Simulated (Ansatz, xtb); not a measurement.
CH5SiTe+: where a starting geometry ends

The starting geometry of this gas-phase singlet was built from a drawn formula by distance geometry and a force field; its bonds are those of `[SiH]C[TeH2+]`.

```xyz
8

C     0.6132   -0.1077    0.6407
Si    1.5275    1.3694    1.4810
Te   -0.1019   -1.4255    2.1694
H     0.5562    2.0865    2.3934
H    -0.2368    0.3087    0.0955
H     1.3515   -0.6192    0.0133
H    -1.1054   -2.2065    0.9684
H    -1.3928   -0.3136    2.5374
```

Task: Where would you expect an optimisation with r2SCAN-D4/def2-SVP to take it?

Result: It keeps its bonds, and is `[SiH]C[TeH2+]`.

The energy falls by 0.66 eV over 13 steps:

```json
{"step": "1", "E − E(last) (eV)": "0.664"}
{"step": "2", "E − E(last) (eV)": "0.229"}
{"step": "4", "E − E(last) (eV)": "0.069"}
{"step": "5", "E − E(last) (eV)": "0.042"}
{"step": "6", "E − E(last) (eV)": "0.024"}
{"step": "8", "E − E(last) (eV)": "0.010"}
{"step": "9", "E − E(last) (eV)": "0.010"}
{"step": "10", "E − E(last) (eV)": "0.001"}
{"step": "12", "E − E(last) (eV)": "0.000"}
{"step": "13", "E − E(last) (eV)": "0.000"}
```

Final geometry (Å):

```xyz
8

C     0.5803    0.0595    0.6187
Si    1.1512    1.8172    1.2131
Te   -0.2393   -1.2662    2.1352
H     1.0918    1.4533    2.7056
H    -0.1083    0.0714   -0.2429
H     1.4987   -0.4583    0.2720
H    -1.1934   -2.2938    1.2043
H    -1.5698   -0.2910    2.3929
```

From the same start GFN2-xTB ends elsewhere, differing in Si2–Te3 (2.85 against 3.51 Å here).

No frequencies were run, so the end isn't proven a minimum. Atoms past krypton carry core potentials, without spin–orbit terms. Run with Ansatz 0.2.0, 26 s on 2 threads of Intel(R) Xeon(R) Processor @ 2.70GHz, with other jobs on the host.
